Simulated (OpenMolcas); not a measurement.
An OpenMolcas run meant for Ni IV (ANO-L-VDZP, non-relativistic; inactive shells 1s 2s 2p 3s 3p; intended active space 7 electrons in 5 orbitals (3d)). One step of its input:

```
&RASSCF
FileOrb=start.orb
Symmetry=1
Spin=4
nActEl=7 0 0
Inactive=3 6
Ras2=5 0
CIRoot=14 14 1
SDav=10
CIMx=300
Iter=68 100
PrWF=0.3
OrbListing=Nothing
MaxOrb=0
Atom
>>> COPY $Project.JobIph JOB001
```

Lines from the output:

```
...
      Number of secondary orbitals              20
      Spin quantum number                      1.5
      State symmetry                             1
Orbital specifications:
      -----------------------

      Symmetry species                           1   2
                                                ag  au
      Frozen orbitals                            0   0
      Inactive orbitals                          3   6
      Active orbitals                            5   0
      RAS1 orbitals                              0   0
      RAS2 orbitals                              5   0
      RAS3 orbitals                              0   0
      Secondary orbitals                         7  13
      Deleted orbitals                           0   0
      Number of basis functions                 15  19
      Number of CSFs                            10
      Number of root(s) required                14
 ************ ERROR ***********
  You can't ask for more roots
  than there are configurations
 ******************************
--- Stop Module: rasscf at  /rc=_RC_INPUT_ERROR_ ---
.####################.
.# User input error #.
.####################.
```

Problem. What is wrong with the input?

Solution. CIRoot asks for more roots than the active space has configuration state functions.
